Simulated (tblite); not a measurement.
Compound: C5H6BCl2N.
Numbering: `[CH3:1]/[CH:2]=[C:3](/[CH2:4][C:5]#[N:6])[B:7]([Cl:8])[Cl:9]` (hydrogens: H10, H11, H12 on C1; H13 on C2; H14, H15 on C4)

Computed with GFN2-xTB (tblite), gas phase: L-BFGS steps from a force-field or distance-geometry start until the largest atomic force falls under 0.01 eV/Å.

Step 28: E = -735.2027 eV
```
atom  x, y, z in Å  |  force x, y, z in eV/Å
C1      2.2087    0.3594    0.4405    0.027  -0.051   0.019
C2      1.0234   -0.5261    0.2433   -0.101  -0.039   0.027
C3     -0.1730   -0.1107   -0.1718   -0.048   0.164  -0.049
C4     -1.2960   -1.1055   -0.4147    0.076  -0.009   0.013
C5     -2.4356   -0.8266    0.4228   -0.001   0.045  -0.026
N6     -3.3476   -0.5912    1.0690   -0.010   0.007   0.064
B7     -0.5484    1.3852   -0.4878    0.001   0.016  -0.017
Cl8    -0.5941    2.5657    0.7572    0.022   0.017  -0.113
Cl9    -0.9782    1.8218   -2.1041   -0.017   0.023   0.150
H10     3.0466   -0.1955    0.8458    0.037  -0.092   0.065
H11     2.5234    0.7895   -0.5064   -0.015   0.077  -0.081
H12     1.9742    1.1735    1.1186   -0.048   0.098   0.020
H13     1.1771   -1.5789    0.4322    0.047  -0.096  -0.003
H14    -0.9521   -2.1193   -0.2140    0.009  -0.133  -0.002
H15    -1.6327   -1.0332   -1.4526    0.021  -0.028  -0.065
```

Step 29: E = -735.2059 eV
```
atom  x, y, z in Å  |  force x, y, z in eV/Å
C1      2.2146    0.3568    0.4440   -0.017  -0.048   0.012
C2      1.0230   -0.5232    0.2500   -0.091  -0.042   0.035
C3     -0.1719   -0.1020   -0.1652   -0.042   0.065  -0.060
C4     -1.2932   -1.0995   -0.4150    0.048  -0.020   0.003
C5     -2.4402   -0.8341    0.4194    0.042   0.050  -0.055
N6     -3.3580   -0.6111    1.0624    0.008   0.003   0.053
B7     -0.5444    1.3906   -0.4887   -0.035  -0.017  -0.005
Cl8    -0.5651    2.5790    0.7448    0.029   0.074  -0.067
Cl9    -1.0176    1.8094   -2.0956   -0.015   0.040   0.102
H10     3.0517   -0.1983    0.8543   -0.013  -0.062   0.035
H11     2.5260    0.7796   -0.5090    0.000   0.060  -0.022
H12     1.9775    1.1765    1.1166   -0.011   0.068  -0.009
H13     1.1662   -1.5783    0.4384    0.074  -0.068   0.003
H14    -0.9489   -2.1168   -0.2226    0.006  -0.073   0.000
H15    -1.6240   -1.0204   -1.4557    0.017  -0.029  -0.022
```

Step 30: E = -735.2078 eV
```
atom  x, y, z in Å  |  force x, y, z in eV/Å
C1      2.2182    0.3546    0.4464   -0.045  -0.023   0.006
C2      1.0212   -0.5215    0.2556   -0.041  -0.024   0.032
C3     -0.1719   -0.0955   -0.1619   -0.018  -0.040  -0.041
C4     -1.2909   -1.0956   -0.4157    0.003  -0.036  -0.008
C5     -2.4433   -0.8380    0.4163    0.003   0.051  -0.019
N6     -3.3658   -0.6260    1.0573    0.096  -0.010  -0.009
B7     -0.5437    1.3937   -0.4891   -0.044  -0.014   0.008
Cl8    -0.5432    2.5899    0.7358    0.032   0.097  -0.049
Cl9    -1.0458    1.8001   -2.0886   -0.021   0.056   0.066
H10     3.0540   -0.2028    0.8605   -0.056  -0.024   0.008
H11     2.5290    0.7740   -0.5105   -0.003   0.024   0.037
H12     1.9813    1.1802    1.1146    0.015   0.019  -0.035
H13     1.1623   -1.5780    0.4442    0.060  -0.029  -0.003
H14    -0.9463   -2.1157   -0.2293   -0.004  -0.012   0.000
H15    -1.6197   -1.0113   -1.4577    0.022  -0.035   0.006
```

Step 31: E = -735.2092 eV
```
atom  x, y, z in Å  |  force x, y, z in eV/Å
C1      2.2190    0.3526    0.4478   -0.056   0.008   0.002
C2      1.0191   -0.5214    0.2589    0.011  -0.014   0.021
C3     -0.1722   -0.0922   -0.1615    0.002  -0.114  -0.008
C4     -1.2893   -1.0944   -0.4160   -0.026  -0.035  -0.032
C5     -2.4442   -0.8387    0.4137    0.051   0.023  -0.034
N6     -3.3669   -0.6324    1.0558    0.065   0.005   0.006
B7     -0.5440    1.3956   -0.4893   -0.034  -0.031   0.033
Cl8    -0.5327    2.5965    0.7290    0.037   0.120  -0.012
Cl9    -1.0588    1.7974   -2.0818   -0.042   0.068  -0.005
H10     3.0543   -0.2059    0.8641   -0.082   0.002  -0.010
H11     2.5292    0.7724   -0.5107   -0.004  -0.010   0.070
H12     1.9822    1.1824    1.1126    0.028  -0.015  -0.040
H13     1.1616   -1.5791    0.4463    0.036   0.010  -0.008
H14    -0.9451   -2.1160   -0.2321   -0.006   0.020   0.006
H15    -1.6165   -1.0087   -1.4587    0.019  -0.038   0.010
```

Question: Estimate the geometry and energy of step 32. (The exact step hangs on the optimiser's Hessian estimate; all steps are aligned on step 31, rigid shifts and turns removed.)

Answer: E = -735.2111 eV, largest force 0.219 eV/Å
```
atom  x, y, z in Å  |  force x, y, z in eV/Å
C1      2.2227    0.3487    0.4520   -0.060   0.047   0.001
C2      1.0156   -0.5187    0.2700    0.086   0.008  -0.003
C3     -0.1726   -0.0850   -0.1567    0.020  -0.164   0.031
C4     -1.2863   -1.0886   -0.4180   -0.070  -0.045  -0.049
C5     -2.4483   -0.8450    0.4067   -0.050   0.011   0.054
N6     -3.3792   -0.6597    1.0456    0.201  -0.002  -0.088
B7     -0.5454    1.3997   -0.4884   -0.040   0.020   0.041
Cl8    -0.4911    2.6205    0.7137    0.037   0.071  -0.061
Cl9    -1.1109    1.7821   -2.0706   -0.031   0.073   0.028
H10     3.0539   -0.2140    0.8737   -0.110   0.035  -0.027
H11     2.5365    0.7623   -0.5101   -0.018  -0.059   0.111
H12     1.9925    1.1892    1.1078    0.034  -0.062  -0.045
H13     1.1589   -1.5777    0.4581    0.000   0.056  -0.018
H14    -0.9407   -2.1127   -0.2445   -0.017   0.060   0.014
H15    -1.6101   -0.9929   -1.4612    0.017  -0.050   0.011
```

The energy changes by -0.0019 eV. The first-order estimate −F·Δx gives -0.0031 eV and the mean of the old and new forces, exact on a quadratic surface, -0.0018 eV. The step makes an angle of 83° with the force vector and moves no atom by more than 0.055 Å.

What follows is the cost of the whole relaxation. The run took 2.1 s on one thread of an Arm Neoverse N1, on a shared host.
